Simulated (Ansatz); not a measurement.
A CCSD(T) single point on C3H5BO (`C=C1CBO1`).

```yaml
crystal:
  periodic: [false, false, false]
  atoms:
    - {symbol: C, position_ang: [-1.579027, 0.736213, -0.132867]}
    - {symbol: C, position_ang: [-0.350751, 0.260568, -0.152409]}
    - {symbol: C, position_ang: [0.500871, -0.706725, 0.630040]}
    - {symbol: B, position_ang: [1.536347, -0.239660, -0.469098]}
    - {symbol: O, position_ang: [0.640707, 0.609814, -1.083169]}
    - {symbol: H, position_ang: [-1.909581, 1.457888, -0.868528]}
    - {symbol: H, position_ang: [-2.271115, 0.403353, 0.628256]}
    - {symbol: H, position_ang: [0.162770, -1.744063, 0.604443]}
    - {symbol: H, position_ang: [0.691556, -0.420367, 1.665726]}
    - {symbol: H, position_ang: [2.661326, -0.408119, -0.819495]}
basis:
  gaussian: {orbitals: def2-TZVPP}
correlation: {method: ccsd_t}
output: {orbitals: {seedname: orbitals}}
```

```sh
$ ansatz run in.yaml --threads 2 --pin off --events-out ev --progress --plain --max-ram 4352MiB
```

Output of Ansatz, abridged:

```
Functional definition: HF
1358 factors; integrals over basis functions are off by at most 1.1e-3 eV
mean field evaluation 1: about -5877.3131 eV, gradient 3.8e1 eV
mean field evaluation 2: about -5877.5884 eV, gradient 3.9e1 eV
mean field evaluation 4: about -5881.2856 eV, gradient 5.1e0 eV
mean field evaluation 8: about -5881.3588 eV, gradient 3.0e-1 eV
mean field -5881.35938164 eV, -216.1359707466 hartree, gradient 6.1e-6 eV, S^2 0.000000; 0 other end points of the search recorded, 0 dependent functions left out
5 core orbitals not correlated: weight in the atoms' cores, before any rotation towards them, 1.000 or more for the frozen orbitals, at most 0.000 for the correlated occupied ones
reference -5881.35938164 eV, -216.1359707466 hartree; 13, 13 occupied and 207, 207 virtual orbitals, 1358 factors
second order -22.03881146 eV of doubles, -0.00000000 eV of singles
cycle   1  -22.17956450 eV  change   -1.4e-1 eV  update   1.1e-1
cycle   2  -22.74333054 eV  change   -5.6e-1 eV  update   3.3e-2
cycle   3  -22.88315819 eV  change   -1.4e-1 eV  update   1.9e-2
cycle   4  -22.86981846 eV  change    1.3e-2 eV  update   5.4e-3
cycle   5  -22.86943597 eV  change    3.8e-4 eV  update   2.8e-3
cycle   6  -22.87043859 eV  change   -1.0e-3 eV  update   8.9e-4
cycle   7  -22.86988822 eV  change    5.5e-4 eV  update   3.7e-4
cycle   8  -22.86986849 eV  change    2.0e-5 eV  update   1.1e-4
cycle   9  -22.86990956 eV  change   -4.1e-5 eV  update   3.7e-5
cycle  10  -22.86989757 eV  change    1.2e-5 eV  update   1.2e-5
perturbative correction -1.02387499 eV, -0.0376267117 hartree
Total energy: -5905.25315420 eV, -217.0140506924 hartree
```

It took 120 s on 2 threads of an Arm Neoverse V2 on a shared host, with 3.8 GiB of host memory at the peak.

MP2 recovers 92.2 % of the CCSD(T) correlation energy and the triples give 4.3 %; T1 = 0.0142.
